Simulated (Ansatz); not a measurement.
Question: Name a neutral molecule of C, Si and H with HOMO–LUMO gap (PBE/def2-TZVPP) between 4.90 and 5.20 eV and LUMO energy (B3LYP/def2-TZVPP) between -0.35 and -0.05 eV (Ansatz, PBE0-D4/def2-TZVP geometry).

Answer: `CC1([SiH3])C[SiH2]1` (4.96 eV, -0.17 eV); `CC1=C[SiH2]1` (5.12 eV, -0.11 eV); `CCC1=C[SiH2]1` (5.12 eV, -0.07 eV); `[SiH3]CC1C[SiH2]1` (4.91 eV, -0.07 eV). Other molecules can fit too; these were computed, each in one conformer that needn't be the lowest.

B3LYP here is the variant with VWN-RPA as its local correlation; programs differ in this.
